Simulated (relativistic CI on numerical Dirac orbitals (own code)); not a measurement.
**Slater and spin-orbit integrals, Pr XXXVI**

Computed by Dirac-Coulomb-Breit CI, separate exchange-only KLI orbitals for each configuration, a model potential for QED, unscaled Slater integrals (own radial code, finite nucleus).

Slater integrals F^k, G^k are unscaled and averaged over j, outside the closed core [Ne]; ζ comes from projecting the Hamiltonian with its Breit term on Σ l·s of the shell.

- 3s2.3p6.3d6: F^2(3d,3d) = 443130, F^4(3d,3d) = 285660, ζ(3d) = 74419 cm⁻¹; <r>(3d) = 0.2296, <r^2>(3d) = 0.06129 (bohr units).
- 3s2.3p5.3d7: ζ(3p) = 569750, F^2(3d,3d) = 442250, F^4(3d,3d) = 285070, F^2(3p,3d) = 387810, G^1(3p,3d) = 419900, G^3(3p,3d) = 278310, ζ(3d) = 73616 cm⁻¹; <r>(3p) = 0.2558, <r^2>(3p) = 0.07565, <r>(3d) = 0.23, <r^2>(3d) = 0.06151 (bohr units).
- 3s2.3p4.3d8: F^2(3p,3p) = 386110, ζ(3p) = 569280, F^2(3d,3d) = 441360, F^4(3d,3d) = 284470, F^2(3p,3d) = 387390, G^1(3p,3d) = 419860, G^3(3p,3d) = 278160, ζ(3d) = 72820 cm⁻¹; <r>(3p) = 0.2561, <r^2>(3p) = 0.07581, <r>(3d) = 0.2304, <r^2>(3d) = 0.06173 (bohr units).

Give the Racah parameters of the d shell in 3s2.3p6.3d6.

B = F²/49 − 5F⁴/441 = 5805 cm⁻¹ and C = 35F⁴/441 = 22672 cm⁻¹.

Averages of the first 10 configurations, taken without configuration mixing, which lowers the lowest level and can move excited configurations by several eV; other configurations of the list can lie among them:

| Configuration | Parity | States | Average energy above the lowest level (eV) |
| --- | --- | --- | --- |
| 3s2.3p6.3d6 | even | 210 | 47.1 |
| 3s2.3p5.3d7 | odd | 720 | 348.5 |
| 3s2.3p4.3d8 | even | 675 | 656.1 |
| 3s.3p6.3d7 | even | 240 | 581.7 |
| 3p6.3d8 | even | 45 | 1124.5 |
| 3s.3p5.3d8 | odd | 540 | 881.9 |
| 3s2.3p6.3d5.4s | even | 504 | 1010.8 |
| 3s2.3p6.3d5.4p | odd | 1512 | 1096.9 |
| 3s2.3p4.3d7.4s | even | 3600 | 1605.3 |
| 3s2.3p6.3d5.4d | even | 2520 | 1209.4 |
